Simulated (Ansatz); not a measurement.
System: sum formula CrO2Cl, net charge 1, singlet state. 
Structure (B3LYP-D3(BJ)/def2-TZVP (Ansatz, an electronic-structure program) minimum search):
SMILES: [O]=[Cr+](=[O])[Cl]
```xyz
4

Cr     0.3037    -0.0188     0.3966
O      1.4862    -0.7474    -0.2542
O     -0.4853    -1.0261     1.2424
Cl    -0.8997     0.8612    -1.0249
```
Charge +1, spin multiplicity 1.

Basis-set convergence of Hartree-Fock and MP2 correlation energies (hartree) with Ansatz. Cores are frozen in the correlated levels unless marked. Spin-orbit coupling is left out. Frozen are the shells of the preceding noble gas and the d and f shells that filled before the atom's block. Non-relativistic. The program attaches cautions to a run behind MP2/def2-SVP: large difference. The program attaches cautions to a run behind MP2/def2-TZVPP: large difference.

The Hartree-Fock reference is unstable (checked in the largest basis), which strains HF and MP2. The T1 diagnostic of CCSD in the largest basis is 0.067, which is high, so the coupled-cluster rows are less sure than usual.

```csv
basis,functions,E(HF),"E(corr, MP2)"
def2-SVP,77,-1651.45359,-1.03339
def2-TZVPP,168,(withheld),(withheld)
```

Problem. What belongs in the gaps?

Solution. 
- def2-TZVPP, E(HF): -1651.98915
- def2-TZVPP, E(corr, MP2): -1.23253
